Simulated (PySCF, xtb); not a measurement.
B2H4O, SMILES BOB.

Harmonic wavenumbers (cm⁻¹) from GFN2-xTB run with xtb at its own minimum, in rising order: 230, 230, 565, 883, 883, 953, 953, 1003, 1195, 1266, 1650, 2537, 2544, 2551, 2551.

Q: What does B3LYP-D3(BJ)/def2-TZVP (PySCF) give at its own minimum? (An estimate is asked for; the answer gives what the named calculation found.)

A: 131, 131, 454, 965, 1005, 1005, 1045, 1045, 1248, 1314, 1583, 2561, 2581, 2660, 2660. Paired by order, the mean absolute difference is 76 cm⁻¹ and the zero-point energies are 28.6 and 29.1 kcal/mol.
